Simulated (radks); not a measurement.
Values are calculated unless marked as measured or tabulated.
Problem. The mean radii <r> (bohr) of the occupied orbitals of an atom or ion are listed with their occupations. Code: a radial shooting solver on a logarithmic mesh with Libxc functionals. Model: scalar-relativistic Kohn-Sham, r2SCAN, spin-polarised, spherical densities, finite nucleus; meta-GGA in the generalised Kohn-Sham scheme; Fermi nuclear charge, rms radius of each element as measured or else 0.836 A^(1/3) + 0.57 fm.

orbital  occ.      <r>
1s up       1  0.04275
1s down     1  0.04275
2s up       1   0.1893
2s down     1   0.1893
2p up       3   0.1654
2p down     3   0.1654
3s up       1   0.5497
3s down     1   0.5498
3p up       3   0.5624
3p down     3   0.5623
3d up       5   0.5855
3d down     5   0.5841
4s up       1    1.514
4s down     1    1.507
4p up       1    1.685

Name the element and its charge. Open shells, if any, are filled with parallel spins first.

Solution. Z = 35, bromine, charge +4: Br4+ in [Ar] 3d10 4s2 4p1. The 1s radius gives Z: for a bare nucleus <r> = (2 gamma + 1)/(2Z) with gamma = sqrt(1 - (Z/c)^2), 0.04191 bohr for Z = 35, and screening makes it slightly larger (0.04275 here). The occupations add up to 31, and the charge is Z minus that.
